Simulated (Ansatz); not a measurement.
A run for Ansatz (a quantum-chemistry and plane-wave program): U-wB97X-V/def2-TZVPP on CH3I (SMILES CI), a point of a bond scan (R = 4.960 Å). Elements past Kr take the def2 small-core potentials; no spin–orbit coupling.

Ansatz 0.2 input:
```yaml
crystal:
  periodic: [false, false, false]
  atoms:
    - {symbol: C, position_ang: [-1.82691210, -0.03626331, -0.04107960]}
    - {symbol: I, position_ang: [3.13069077, 0.06214267, 0.07039611]}
    - {symbol: H, position_ang: [-2.12027408, -0.84393433, -0.70159404]}
    - {symbol: H, position_ang: [-2.17053472, -0.20812832, 0.97235959]}
    - {symbol: H, position_ang: [-2.16179137, 0.92398171, -0.41585748]}
basis:
  gaussian:
    orbitals: def2-TZVPP
hamiltonian:
  xc: {name: wB97X-V}
magnetization: {spin_polarized: true, initial_magnetization: 0}
```

Program output:

```
WARN ansatz: RAYON_NUM_THREADS=1 ignored (pool sized by the plan → 1); use --threads N
Functional definition: wB97X-V
integrals: 0.04 GiB planned
746 factors; their error is unknown
integrals: 0.07 GiB planned
176 factors; integrals over basis functions are off by at most 1.3e-4 eV
mean field: 0.57 GiB planned
mean field evaluation 1: about -9178.7965 eV, gradient 1.2e1 eV
mean field evaluation 2: about -9167.0482 eV, gradient 4.0e1 eV
mean field evaluation 4: about -9180.6537 eV, gradient 8.8e0 eV
mean field evaluation 8: about -9181.4045 eV, gradient 4.4e-1 eV
mean field evaluation 16: about -9181.4049 eV, gradient 2.0e-4 eV
mean field evaluation 32: about -9183.7565 eV, gradient 1.0e-5 eV
mean field evaluation 64: about -9183.7565 eV, gradient 1.5e-6 eV
mean field -9183.75649207 eV, -337.4968261099 hartree, gradient 1.0e-5 eV, S^2 1.002138; 6 other end points of the search recorded, 0 dependent functions left out
reference -9183.75649051 eV, -337.4968260524 hartree; 17, 17 occupied and 106, 106 virtual orbitals, 746 factors
Total energy: -9183.75649051 eV, -337.4968260524 hartree
```

The run converged. Its determinant has ⟨S²⟩ = 1.00, a mixture of spin states.

Cost: roughly 16 core-seconds.
